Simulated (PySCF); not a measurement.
1,4-dibromobenzene, C₆H₄Br₂.
Structure used (PBE0-D3(BJ)/def2-SVP), in Å, numbered top down from 1:
```
atom  x, y, z in Å
Br1   -3.243    0.029    0.045
C2    -1.358    0.018    0.017
C3    -0.676   -1.198    0.053
C4     0.716   -1.207    0.032
C5     1.413   -0.001   -0.024
Br6    3.298   -0.014   -0.052
C7     0.731    1.214   -0.059
C8    -0.662    1.224   -0.039
H9    -1.230   -2.137    0.096
H10    1.259   -2.154    0.059
H11    1.285    2.153   -0.103
H12   -1.204    2.170   -0.066
```

The closed-shell ground state was solved at several levels (PySCF, density fitting, gas phase). The calculation is non-relativistic and has no spin–orbit coupling, an omission that weighs most on bromine. The dipole stays under 0.02 D at every level.

| level | basis functions | HOMO (eV) | LUMO (eV) | gap (eV) |
| --- | --- | --- | --- | --- |
| PBE0/pcSseg-1 | 204 | -7.05 | -0.97 | 6.08 |
| B3LYP/pcJ-1 (pcSseg-1 on Br) | 284 | -6.77 | -1.10 | 5.67 |
| CAM-B3LYP/pcSseg-1 | 204 | -8.18 | 0.16 | 8.34 |

**Question.** What might B3LYP/def2-SVPD (234 basis functions) give for the same quantities?

**Answer.** HOMO -6.83 eV, LUMO -1.21 eV, gap 5.62 eV.

**Question.** Over all these levels, which gives the widest orbital gap and which the narrowest?

**Answer.** CAM-B3LYP/pcSseg-1 (range-separated hybrid) has the widest, 8.34 eV, and B3LYP/def2-SVPD (global hybrid, 20 % exact exchange) the narrowest, 5.62 eV. Functional and basis both differ between the two, so the spread mixes both effects.
